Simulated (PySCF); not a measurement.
SbO₂I (singlet). All numbers come from PySCF, PBE, basis Sb def2-SVP with ECP28, O def2-SVP, I def2-SVP with ECP28 (scalar-relativistic core potentials, no spin–orbit coupling, density fitting).

Harmonic bands of its minimum:

```csv
ω (cm⁻¹),IR (km/mol)
118,2.7
125,17.8
162,3.7
213,65.7
771,33.1
835,31.1
```

**Question.** The central atom is Sb. Infer the point group and assign the bands.

**Answer.** C2v. The modes span 2b2 + b1 + 3a1: 118 b2, 125 b1, 162 a1, 213 a1, 771 a1, 835 b2. The computed geometry has Sb–I 2.734 Å, Sb–O 1.848 Å (×2); I–Sb–O 112.8° (×2), O–Sb–O 134.4°.

Only a few start shapes were tried, so a lower isomer may exist.
